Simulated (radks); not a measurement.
Values are calculated unless marked as measured or tabulated.
Species: Pm60+. Configuration: 1s1.

Level of theory: scalar-relativistic Kohn-Sham, SCAN, spin-polarised, spherical densities, finite nucleus; open shells are filled with parallel spins first (spin-orbit coupling, left out, can overturn this in heavy ions); meta-GGA in the generalised Kohn-Sham scheme; Fermi nuclear charge, rms radius 4.962 fm (a radial shooting solver on a logarithmic mesh with Libxc functionals).

Energy parts (eV):
total: -53417.70
kinetic: 59637.91
electron-nucleus: -113053.47
Hartree: 562.03
exchange-correlation: -564.18

Orbitals (lengths in bohr, moments of r in powers of bohr; r(max) is where P^2 peaks):
orbital  occ.  eigenvalue (eV)      <r^4>  <1/r>   r(max)      <r^2>
1s up       1        -53046.59  1.328e-06  68.11  0.01468  0.0007113

The highest occupied level is 1s up at -53047 eV. Summed over all electrons, <r^2> = 0.0007113 bohr^2, which gives a Langevin (diamagnetic) susceptibility term of -0.000563 x 10^-6 cm^3/mol. The electron density at the nucleus is 2.269e+05 e/bohr^3 (large components only). Spin moment in Bohr magnetons: 1.

Empty levels of this run are not shown, since the potential may be unsettled where no density lies.
